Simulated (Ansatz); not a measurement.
Basis-set extrapolation for C$_{2}$H$_{8}$AlN (PBE0-D4/def2-TZVP geometry, frozen core, the Gaussian-basis code of Ansatz). Multiplicity 1, RHF reference.

```json
{"": "HF", "def2-TZVPP": "-376.805897", "def2-QZVPP": "-376.819637"}
{"": "MP2 correlation", "def2-TZVPP": "-0.656296", "def2-QZVPP": "-0.699599"}
{"": "CCSD(T) correlation", "def2-TZVPP": "-0.728095", "def2-QZVPP": "not run"}
```

Energies in hartree. Use E(X) = E(∞) + A·exp(−7.88·√X) for Hartree–Fock and E(X) = E(∞) + B·X^(−2.97) for correlation, with X = 3 and 4, and add CCSD(T) minus MP2 of the smaller set to the MP2 limit.

Problem. What is the CCSD(T) energy at the basis-set limit?

Solution. HF limit: -376.819637 + (-0.013740) × 0.13774 = -376.82153. MP2 limit: -0.699599 + (-0.043303) × 0.74074 = -0.73168. Higher-order term: -0.728095 − (-0.656296) = -0.07180. Total: -377.62501 hartree, 2.48 eV below CCSD(T)/def2-TZVPP.
